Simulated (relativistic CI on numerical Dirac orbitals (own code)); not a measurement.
Hyperfine structure of Zr¹³⁺, mass number 91

Method of calculation: Dirac-Coulomb-Breit CI, separate exchange-only KLI orbitals for each configuration, model QED (radiative potential, 1s self-energy scaled to tabulated hydrogen-like ionisation energies), unscaled Slater integrals (own radial code, finite nucleus).

Configuration list (outside the closed core [Ne]): 3s2 3p6 3d9, 3s2 3p5 3d10, 3s 3p6 3d10, 3s2 3p6 3d8 4s, 3s2 3p6 3d8 4p, 3s2 3p6 3d8 4d, 3s2 3p6 3d7 4s2, 3s2 3p6 3d7 4s 4p, 3s2 3p6 3d8 4f, 3s2 3p6 3d8 5s, 3s2 3p6 3d7 4p2, 3s2 3p5 3d9 4s, 3s2 3p6 3d8 5p, 3s2 3p6 3d7 4s 4d, 3s2 3p6 3d8 5d, 3s2 3p4 3d10 4s. Levels of other configurations are missing.

Nuclear spin I = 5/2, μ = -1.3022 μN, Q = -0.176 b (tables of Stone and Pyykkö). The electronic factors are computed for point nuclear moments, without core polarisation or the Bohr-Weisskopf and QED corrections.

```tsv
Level	E (cm⁻¹)	A (MHz)	B (MHz)
3s2 3p6 3d9 2D_5/2	0	-1632	1120
3s2 3p6 3d9 2D_3/2	20071	-3902	818
3s2 3p5 3d10 2P°_3/2	1223942	-8843	5640
3s2 3p5 3d10 2P°_1/2	1337318	-51460	
3s2 3p6 3d8 4s 4F_9/2	1443803	-6462	600
3s2 3p6 3d8 4s 4F_7/2	1451427	1253	469
3s2 3p6 3d8 4s 4F_5/2	1463887	-192.5	182
3s2 3p6 3d8 4s 2F_7/2	1467445	-6608	512
```

Levels with J = 0, under 50 % of one LS term, or S terms without an open s electron are left out. Small factors come from cancelling terms and can be off by tens of per cent or more.

At this charge energies of transitions that change n are usually good to better than 1 %, and those within a shell (Δn = 0) to a few per cent.

Q: Give the hyperfine levels of 3s2 3p6 3d9 2D_5/2 relative to its centre of gravity.

A: With K = F(F + 1) − I(I + 1) − J(J + 1), E = AK/2 + B[¾K(K + 1) − I(I + 1)J(J + 1)]/[2I(2I − 1)J(2J − 1)]: F = 0: 15060, F = 1: 13160, F = 2: 9462, F = 3: 4163, F = 4: -2432, F = 5: -9920 MHz.

LS names give the leading component of a level, which can be under half, so a name can repeat, a term be missing and a line seem to break the LS rules.
